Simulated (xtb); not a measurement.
hydrogen selenide (H$_{2}$Se), singlet, from a rough starting geometry; GFN2-xTB (xtb 6.7.1).

Here is a job for xtb.
```
$ xtb mol.xyz --gfn 2 --opt vtight --json

# file mol.xyz
3

Se    -0.01545203     0.62362797    -0.01237002
H     -0.99106804    -0.37989784     0.00574088
H      1.01175812    -0.29626869     0.01773514
```

Output, abridged:

```
   ID    Z sym.   atoms
    1   34 Se     1
    2    1 H      2, 3

           -------------------------------------------------
          |                Calculation Setup                |
           -------------------------------------------------

           -------------------------------------------------
          |                 G F N 2 - x T B                 |
           -------------------------------------------------

          ...................................................
          :                      SETUP                      :
          :.................................................:
          :  # basis functions                  12          :
          :  # atomic orbitals                  11          :
          :  # shells                            5          :
          :  # electrons                         8          :
          :  max. iterations                   250          :
          :  Hamiltonian                  GFN2-xTB          :
          :  restarted?                      false          :
          :  GBSA solvation                  false          :
          :  PC potential                    false          :
          :  electronic temp.          300.0000000     K    :
          :  accuracy                    1.0000000          :
          :  -> integral cutoff          0.2500000E+02      :
          :  -> integral neglect         0.1000000E-07      :
          :  -> SCF convergence          0.1000000E-05 Eh   :
          :  -> wf. convergence          0.1000000E-03 e    :
          :  Broyden damping             0.4000000          :
          :  net charge                          0          :
          :  unpaired electrons                  0          :
          ...................................................

 iter      E             dE          RMSdq      gap      omega  full diag
   1     -4.1981362 -0.419814E+01  0.740E+00    5.11       0.0  T
   2     -4.1984691 -0.332901E-03  0.430E+00    4.93       1.0  T
   3     -4.1985558 -0.867206E-04  0.159E-01    4.72       1.0  T
   4     -4.1985591 -0.328579E-05  0.546E-02    4.73       1.1  T
   5     -4.1985592 -0.152300E-06  0.189E-02    4.73       3.1  T
   6     -4.1985593 -0.318086E-07  0.347E-03    4.73      16.6  T
   7     -4.1985593 -0.417773E-09  0.737E-04    4.73      78.3  T
   8     -4.1985593 -0.516813E-10  0.866E-05    4.73     667.0  T

   *** convergence criteria satisfied after 8 iterations ***

         :::::::::::::::::::::::::::::::::::::::::::::::::::::
         ::                     SUMMARY                     ::
         :::::::::::::::::::::::::::::::::::::::::::::::::::::
         :: total energy              -4.177806743537 Eh    ::
         :: gradient norm              0.036082621837 Eh/a0 ::
         :: HOMO-LUMO gap              4.727426862042 eV    ::
         ::.................................................::
         :: SCC energy                -4.198559259843 Eh    ::
         :: -> isotropic ES            0.003900816871 Eh    ::
         :: -> anisotropic ES          0.000521890644 Eh    ::
         :: -> anisotropic XC          0.001553159499 Eh    ::
         :: -> dispersion             -0.000371595041 Eh    ::
         :: repulsion energy           0.020752516306 Eh    ::
         :: add. restraining           0.000000000000 Eh    ::
         :: total charge              -0.000000000000 e     ::
         :::::::::::::::::::::::::::::::::::::::::::::::::::::

      -----------------------------------------------------------
     |                   =====================                   |
     |                        A N C O P T                        |
     |                   =====================                   |
     |               Approximate Normal Coordinate               |
     |                Rational Function Optimizer                |
      -----------------------------------------------------------
      -----------------------------------------------------------
     |                   =====================                   |
     |                        A N C O P T                        |
     |                   =====================                   |
     |               Approximate Normal Coordinate               |
     |                Rational Function Optimizer                |
      -----------------------------------------------------------

          ...................................................
          :                      SETUP                      :
          :.................................................:
          :   optimization level         verytight          :
          :   max. optcycles                   200          :
          :   ANC micro-cycles                  20          :
          :   degrees of freedom                 3          :
          :.................................................:
          :   RF solver                   davidson          :
          :   write xtbopt.log                true          :
          :   linear?                        false          :
          :   energy convergence         0.1000000E-06 Eh   :
          :   grad. convergence          0.2000000E-03 Eh/α :
          :   maxmium RF displ.          1.0000000          :
          :   Hlow (freq-cutoff)         0.1000000E-01      :
          :   Hmax (freq-cutoff)         5.0000000          :
          :   S6 in model hess.         20.0000000          :
          ...................................................

generating ANC from exact Hessian ...
Using Lindh-Hessian (1995)
 Shifting diagonal of input Hessian by    0.0000000000000000
 Lowest  eigenvalues of input Hessian
    0.000000    0.000000    0.000000    0.000000    0.000000    0.000000
    0.035421    0.638105    0.692488
 Highest eigenvalues
    0.000000    0.000000    0.000000    0.035421    0.638105    0.692488

........................................................................
[...]
 * total energy  :    -4.1778067 Eh     change       -0.3508305E-12 Eh
 * total energy  :    -4.1791320 Eh     change       -0.1325254E-02 Eh
 * total energy  :    -4.1793827 Eh     change       -0.2506541E-03 Eh
 * total energy  :    -4.1793828 Eh     change       -0.1832585E-06 Eh
 * total energy  :    -4.1793938 Eh     change       -0.1095761E-04 Eh
 * total energy  :    -4.1793938 Eh     change       -0.4485221E-07 Eh
   *** GEOMETRY OPTIMIZATION CONVERGED AFTER 6 ITERATIONS ***
[...]
           -------------------------------------------------

          ...................................................
          :                      SETUP                      :
          :.................................................:
          :  # basis functions                  12          :
          :  # atomic orbitals                  11          :
          :  # shells                            5          :
          :  # electrons                         8          :
          :  max. iterations                   250          :
          :  Hamiltonian                  GFN2-xTB          :
          :  restarted?                      false          :
          :  GBSA solvation                  false          :
          :  PC potential                    false          :
          :  electronic temp.          300.0000000     K    :
          :  accuracy                    1.0000000          :
          :  -> integral cutoff          0.2500000E+02      :
          :  -> integral neglect         0.1000000E-07      :
          :  -> SCF convergence          0.1000000E-05 Eh   :
          :  -> wf. convergence          0.1000000E-03 e    :
          :  Broyden damping             0.4000000          :
          :  net charge                          0          :
          :  unpaired electrons                  0          :
          ...................................................

 iter      E             dE          RMSdq      gap      omega  full diag
   1     -4.1932639 -0.419326E+01  0.167E-05    4.37       0.0  T
   2     -4.1932639 -0.159872E-13  0.984E-06    4.37    5866.4  T
   3     -4.1932639  0.000000E+00  0.206E-06    4.37   28094.2  T

   *** convergence criteria satisfied after 3 iterations ***

         :::::::::::::::::::::::::::::::::::::::::::::::::::::
         ::                     SUMMARY                     ::
         :::::::::::::::::::::::::::::::::::::::::::::::::::::
         :: total energy              -4.179393837352 Eh    ::
         :: gradient norm              0.000083398550 Eh/a0 ::
         :: HOMO-LUMO gap              4.369915839173 eV    ::
         ::.................................................::
         :: SCC energy                -4.193263885622 Eh    ::
         :: -> isotropic ES            0.003603660543 Eh    ::
         :: -> anisotropic ES          0.000372382496 Eh    ::
         :: -> anisotropic XC          0.001664047368 Eh    ::
         :: -> dispersion             -0.000384027111 Eh    ::
         :: repulsion energy           0.013870048270 Eh    ::
         :: add. restraining           0.000000000000 Eh    ::
         :: total charge              -0.000000000000 e     ::
         :::::::::::::::::::::::::::::::::::::::::::::::::::::

           -------------------------------------------------
          |                Property Printout                |
           -------------------------------------------------

    * Orbital Energies and Occupations

         #    Occupation            Energy/Eh            Energy/eV
      -------------------------------------------------------------
         1        2.0000           -0.7565440             -20.5866
         2        2.0000           -0.4950179             -13.4701
         3        2.0000           -0.4748148             -12.9204
         4        2.0000           -0.3922421             -10.6735 (HOMO)
         5                         -0.2316507              -6.3035 (LUMO)
         6                         -0.1348415              -3.6692
         7                         -0.0400079              -1.0887
         8                         -0.0245257              -0.6674
         9                         -0.0185801              -0.5056
        10                          0.4319547              11.7541
        11                          0.9643013              26.2400
      -------------------------------------------------------------
                  HL-Gap            0.1605915 Eh            4.3699 eV
             Fermi-level           -0.3119464 Eh           -8.4885 eV

     #   Z          covCN         q      C6AA      α(0)
     1  34 Se       1.851    -0.321   246.745    27.372
     2   1 H        0.925     0.161     1.321     1.798
     3   1 H        0.925     0.161     1.321     1.798

 Mol. C6AA /au·bohr⁶  :        323.975121
 Mol. C8AA /au·bohr⁸  :      19730.328025
 Mol. α(0) /au        :         30.966962

Wiberg/Mayer (AO) data.
largest (>0.10) Wiberg bond orders for each atom

 ---------------------------------------------------------------------------
     #   Z sym  total        # sym  WBO       # sym  WBO       # sym  WBO
 ---------------------------------------------------------------------------
     1  34 Se   1.934 --     2 H    0.967     3 H    0.967
     2   1 H    0.974 --     1 Se   0.967
     3   1 H    0.974 --     1 Se   0.967
 ---------------------------------------------------------------------------

Topologies differ in total number of bonds
Writing topology from bond orders to xtbtopo.mol

molecular dipole:
                 x           y           z       tot (Debye)
 q only:        0.023      -0.609       0.015
   full:        0.022      -0.589       0.015       1.499
molecular quadrupole (traceless):
                xx          xy          yy          xz          yz          zz
 q only:        1.383       0.087      -0.949       0.011       0.008      -0.434
  q+dip:        1.531       0.083      -0.669       0.015      -0.010      -0.863
   full:        2.404       0.109      -0.474       0.028      -0.041      -1.930

optimized geometry written to: xtbopt.xyz

           -------------------------------------------------
          | TOTAL ENERGY               -4.179393837352 Eh   |
          | GRADIENT NORM               0.000083398550 Eh/α |
          | HOMO-LUMO GAP               4.369915839173 eV   |
           -------------------------------------------------
```
